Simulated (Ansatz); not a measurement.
This geometry of a periodic cell of 31 atoms, Al$_{30}$Ga (host Al, host structure fcc, dopant Ga, one Al atom removed) is a first-order saddle point.

Theory: Ansatz, DFT PBE, scalar-relativistic, plane waves, PAW. Settings: PAW set soft_1, cutoff 420 eV, k mesh 2x2x2, gaussian smearing 0.1 eV, no spin polarisation.

```xyz
31
Lattice="8.1000 0.0000 0.0000 0.0000 8.1000 0.0000 0.0000 0.0000 8.1000" Properties=species:S:1:pos:R:3
Al 4.020 -0.001 0.012
Al 6.080 2.057 -0.011
Al 6.055 -0.001 2.049
Al 0.009 -0.001 0.011
Al 1.992 2.045 0.007
Al 4.066 4.049 -0.054
Al 6.080 6.040 -0.012
Ga 3.035 -0.001 3.036
Al 4.104 2.185 1.964
Al 6.123 4.049 2.003
Al 6.062 2.046 4.077
Al 6.058 -0.001 6.059
Al -0.007 4.049 -0.005
Al 1.992 6.052 0.007
Al 0.005 2.045 1.993
Al 2.013 4.049 2.014
Al 4.104 5.913 1.964
Al 0.011 -0.001 4.022
Al 1.963 2.185 4.106
Al 4.054 4.049 4.056
Al 6.062 6.052 4.077
Al 2.048 -0.001 6.057
Al 4.076 2.046 6.063
Al 6.074 4.049 6.076
Al 0.005 6.052 1.993
Al -0.056 4.049 4.068
Al 1.963 5.913 4.106
Al -0.013 2.057 6.082
Al 2.001 4.049 6.124
Al 4.076 6.052 6.063
Al -0.013 6.040 6.082
```

Q: Which two structures does it join? (They come from a converged band through this point; their orientation in space is the band's.)

A: The atom that moves furthest is Ga8, by 2.78 Å; four of its nearest neighbours are Al9 2.86, Al19 2.87, Al17 2.87, Al27 2.87 Å at the first end and Al17 2.87, Al27 2.87, Al9 2.87, Al19 2.87 Å at the last.

Initial state:

```xyz
31
Lattice="8.1000 0.0000 0.0000 0.0000 8.1000 0.0000 0.0000 0.0000 8.1000" Properties=species:S:1:pos:R:3
Al 4.063 -0.004 -0.014
Al 6.086 2.030 -0.017
Al 6.087 -0.004 2.003
Al -0.004 -0.002 -0.003
Al 2.009 2.041 -0.007
Al 4.036 4.048 -0.022
Al 6.087 6.062 -0.013
Ga 2.064 0.001 2.067
Al 4.069 2.046 1.998
Al 6.093 4.046 1.997
Al 6.063 2.022 4.038
Al 6.069 -0.006 6.066
Al -0.003 4.045 -0.003
Al 2.007 6.051 -0.005
Al -0.012 2.045 2.016
Al 2.000 4.045 2.004
Al 4.064 6.049 1.998
Al -0.015 -0.001 4.060
Al 1.995 2.052 4.068
Al 4.034 4.051 4.035
Al 6.068 6.071 4.035
Al 2.004 -0.005 6.089
Al 4.029 2.023 6.063
Al 6.072 4.045 6.077
Al -0.009 6.050 2.013
Al -0.024 4.049 4.036
Al 1.990 6.050 4.070
Al -0.015 2.025 6.089
Al 1.992 4.048 6.097
Al 4.027 6.074 6.067
Al -0.014 6.066 6.094
```

Final state:

Only the atoms that move by more than 0.05 Å are listed.
```
Ga8 4.028 0.000 4.028
```

Q: How far does it lie above each of them?

A: 0.246 eV above the first and 0.245 eV above the second. This is the barrier of this one path; another mechanism may lie lower. Limits of this set-up: coarse k mesh, a small cell, in which the defect meets its images.

Time of the run: 8 min on 2 threads of Arm Neoverse V1, on a shared host, peak memory 2.1 GiB.
